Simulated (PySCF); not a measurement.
Fractional electron number in Dy(2+) (dysprosium, charge +2)

The 4f beta orbital of [Xe] 4f10 is emptied in steps (occupation f), with all orbitals relaxed, ending at [Xe] 4f9. Calculation: PySCF 2.14, in def2-SVP with the def2 core potential (28 electrons) (10s6p4d3f1g, 78 functions); scalar relativity through the core potential. The exact energy is a straight line in f; departures are measured from the line between the end points of the same method.

```csv
f,UHF (eV)
1,0.000
0.75,1.096
0.5,1.405
0.25,1.013
0,0.000
```

**Question.** For UHF, how does the orbital energy at f = 1 compare with the removal energy?

**Answer.** −ε = 24.606 eV against a total-energy difference of 18.532 eV. By Janak's theorem ε = ∂E/∂f, so the gap between them reflects the curvature. Along the path −ε is 21.283 (f = 0.75), 18.311 (f = 0.5), 15.671 (f = 0.25) eV.

Reference removal energy between the ground levels: 22.89 ± 0.03 eV (semi-empirical (NIST evaluation); NIST Atomic Spectra Database, ionization energies). The calculation has no spin-orbit coupling. The determinant left behind need not be the lowest term of the ion. UHF lacks correlation.
